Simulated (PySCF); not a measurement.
Compound: CH₁₀N₂Si₂.
Atom-mapped SMILES: `[NH2:1][CH2:2][SiH2:3][NH:4][SiH3:5]` (hydrogens: H6, H7 on N1; H8, H9 on C2; H10, H11 on Si3; H12 on N4; H13, H14, H15 on Si5)

Structure used (PBE0-D3(BJ)/def2-SVP), in Å, numbered top down from 1:
```
atom  x, y, z in Å
N1    -1.9033   -1.0815    0.1203
C2    -1.8962    0.3087   -0.3209
Si3   -0.1926    0.6932   -1.0566
N4     0.9067   -0.0660    0.0512
Si5    2.6278    0.0023    0.2389
H6    -1.9355   -1.7148   -0.6769
H7    -2.7230   -1.2887    0.6868
H8    -2.7190    0.5986   -1.0065
H9    -1.9924    0.9569    0.5672
H10    0.0370    2.1685   -1.1597
H11   -0.1001    0.1352   -2.4486
H12    0.3952   -0.7721    0.5865
H13    3.0546   -1.1428    1.0994
H14    3.3297   -0.0928   -1.0816
H15    3.0940    1.2731    0.8814
```

Computed with PySCF at PBE0/pcSseg-1, non-relativistic, on one gas-phase PBE0-D3(BJ)/def2-SVP geometry that isn't relaxed in the solvent. The solvent is an IEF-PCM continuum (cavity from Bondi-type radii × 1.2). The model holds no explicit solvent molecules, cavitation or dispersion.

```json
{"run": "gas", "E − E(gas) (kJ/mol)": "0.00", "HOMO (eV)": "-6.99", "HOMO–LUMO gap (eV)": "7.48", "dipole (D)": "2.69"}
{"run": "P", "E − E(gas) (kJ/mol)": "-12.59", "HOMO (eV)": "-6.86", "HOMO–LUMO gap (eV)": "7.37", "dipole (D)": "3.17"}
{"run": "Q", "E − E(gas) (kJ/mol)": "-14.07", "HOMO (eV)": "-6.85", "HOMO–LUMO gap (eV)": "7.36", "dipole (D)": "3.22"}
```

Task: The runs were made in acetone and dichloromethane. Which run belongs to which solvent?

Result: P = dichloromethane, Q = acetone. The dielectric constants are 8.93 (dichloromethane), 20.49 (acetone), and the energy falls further as ε rises. In this model the ground state sees the solvent through ε alone.

Task: How constant is the ratio of the lowering to (ε − 1)/(2ε + 1)?

Result: 
| solvent | (ε − 1)/(2ε + 1) | E − E(gas) (kJ/mol) | ratio (kJ/mol) | polarisation term (kJ/mol) |
| --- | --- | --- | --- | --- |
| dichloromethane | 0.420 | -12.59 | -29.9 | -13.74 |
| acetone | 0.464 | -14.07 | -30.3 | -15.52 |

The ratio changes by +1.2 % in size from dichloromethane to acetone. The polarisation term is half the interaction of the solute with the induced surface charges.
